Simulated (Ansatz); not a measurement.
Reaction (cleavage of the Ge–Si bond): `[SiH3][GeH2][SiH2][SiH2][GeH3]` + H₂S → `[SiH3][GeH2][SH]` + `[SiH3][SiH2][GeH3]`

Gas-phase electronic energies from Ansatz, PBE0-D4/def2-TZVP geometries. CCSD(T)/CBS adds triple-zeta CCSD(T) − MP2 to the extrapolated MP2 energy (def2 sets, frozen cores). This one scheme is used for every species. DFT in def2-TZVPP. B3LYP here is the variant with VWN-RPA as its local correlation; programs differ in this. HSE06 is defined as in plane-wave codes. For Ge outer-core shells are correlated without core-valence functions, which leaves a few kJ/mol of doubt a bond. Scalar relativity is left out up to krypton. Each species was taken in one conformer, which may not be the lowest.

```csv
level,ΔE (kJ/mol),difference from CCSD(T)/CBS
LDA (SPW92),-3.2,5.7
PBE-D4,-4.9,4.0
revPBE-D4,-6.2,2.7
B97M-V,-13.8,-4.9
PBE0-D4,-6.6,2.3
B3LYP-D4,-11.6,-2.7
r2SCANh-D4,-11.3,-2.4
r2SCAN0-D4,-11.4,-2.5
HSE06-D4,-6.8,2.1
BHLYP-D4,-13.8,-4.9
ωB97X-V,-14.0,-5.1
ωB97M-V,-13.1,-4.2
B2PLYP,-20.7,-11.8
PBE-QIDH,-13.8,-4.9
PBE,-13.6,-4.7
revPBE,-18.9,-10.0
BLYP,-26.1,-17.2
r2SCAN,-14.5,-5.6
PBE0,-15.1,-6.2
B3LYP,-25.2,-16.3
r2SCANh,-14.8,-5.9
r2SCAN0,-15.2,-6.3
BHLYP,-27.4,-18.5
CAM-B3LYP,-23.7,-14.8
LC-ωPBE,-15.7,-6.8
RPA@PBE/def2-TZVPP,-10.9,-2.0
HF/def2-SVP,-33.2,-24.3
MP2/def2-SVP,-10.3,-1.4
CCSD/def2-SVP,-11.2,-2.3
CCSD(T)/def2-SVP,-8.9,0.0
HF/def2-TZVPP,-38.0,-29.1
MP2/def2-TZVPP,-12.1,-3.2
CCSD/def2-TZVPP,-12.9,-4.0
CCSD(T)/def2-TZVPP,-10.0,-1.1
HF/def2-QZVPP,-39.0,-30.1
MP2/def2-QZVPP,-11.8,-2.9
SCS-MP2/def2-QZVPP,-18.1,-9.2
HF/CBS(def2),-39.1,-30.2
MP2/CBS(def2),-10.9,-2.0
CCSD/CBS(def2),-11.8,-2.9
CCSD(T)/CBS,-8.9,0
```

Largest T1 diagnostic among the species: 0.013.

The D4 term adds +13.6 kJ/mol with B3LYP and +8.5 kJ/mol with PBE0; it sums over pairs of atoms, weighted by their polarisabilities, and B3LYP, whose exchange is more repulsive, gets the larger term. Leaving LDA and LC-ωPBE aside and taking each functional with its dispersion term where it has one, the values spread over 15.7 kJ/mol, from B2PLYP to PBE-D4. LDA lies +10.4 kJ/mol from PBE without D4.
